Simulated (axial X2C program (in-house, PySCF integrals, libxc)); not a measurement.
## Potential curves of CoAs, two-component

All values were computed with an in-house all-electron X2C program for linear molecules (integrals from PySCF). Two-component (2c) means X2C with spin–orbit coupling and atomic mean-field two-electron Coulomb and Gaunt terms. Basis: As dyall-cv3z [9s9p6d4f1g], Co dyall-cv3z [9s10p6d3f2g] (cores contracted in-house); Gaussian nuclei, density fitting, unrestricted open shells. Masses: As 74.922 u, Co 58.933 u.

State: Ω = 4 (⟨Sz⟩ = 2.00, ⟨Lz⟩ = 2.00 at HF). Energies in eV from the lowest point of each curve. Fits are polynomials in 1 − R0/R over 0.85 to 1.23 times the lowest point R0.

| R (Å) | HF | PBE0 | MP2 | TPSSh |
| --- | --- | --- | --- | --- |
| 1.9305 | 1.5331 | 0.6683 | 0.6035 | 0.5582 |
| 2.0193 | 0.9103 | 0.2724 | 0.2412 | 0.2021 |
| 2.0859 | 0.5831 | 0.1059 | 0.0934 | 0.0616 |
| 2.1524 | 0.3479 | 0.0220 | 0.0197 | 0.0009 |
| 2.2190 | 0.1848 | 0.0000 | 0.0000 | 0.0000 |
| 2.2967 | 0.0665 | 0.0319 | 0.0269 | 0.0541 |
| 2.3743 | 0.0084 | 0.1075 | 0.0923 | 0.1499 |
| 2.4742 | 0.0000 | 0.2471 | 0.2152 | 0.3129 |
| 2.5962 | 0.0615 | 0.4548 | 0.4014 | 0.5454 |
| 2.7737 |  | 0.7860 |  | 0.9063 |

Correlated methods: 14 electrons correlated (number of frozen shells: As 3 s, 2 p, 1 d; Co 3 s, 2 p), 284 virtual spin orbitals or spinors in MP2.

The state is a single determinant with fixed occupations, the lowest that a limited PBE0 search found. Density functionals use the spin component along the axis (collinear). PBE0 can misorder states that lie within some tenths of an eV, so this need not be the ground state of the molecule. The nearest other 2c determinant of the search, Ω = 5, lies 0.33 eV up at the distance of the search. Without a current term, density functionals place determinants with orbital angular momentum somewhat too high. With several unpaired electrons one determinant need not be a pure state. Open-shell Ω = 0 determinants with evenly filled partner blocks cannot be reached by this program, so the Ω shown need not be the lowest component. Some points did not converge and are left out. The stretched end of a curve changes character and is left out. MP2 and coupled cluster on one determinant become unreliable at the stretched end.

Task: Fit the HF curve near its minimum: give the equilibrium distance and the harmonic wavenumber.

Result: At HF, 2c: Re = 2.436 Å, ωe ≈ 226 cm⁻¹; Be follows as 0.0861 cm⁻¹.

Task: What are Re and ωe at the PBE0 level?

Result: At PBE0, 2c: Re = 2.214 Å, ωe ≈ 295 cm⁻¹; Be follows as 0.104 cm⁻¹.

Task: What are Re and ωe at the MP2 level?

Result: At MP2, 2c: Re = 2.215 Å, ωe ≈ 274 cm⁻¹; Be follows as 0.104 cm⁻¹.

Task: Fit the TPSSh curve near its minimum: give the equilibrium distance and the harmonic wavenumber.

Result: At TPSSh, 2c: Re = 2.186 Å, ωe ≈ 309 cm⁻¹; Be follows as 0.107 cm⁻¹.
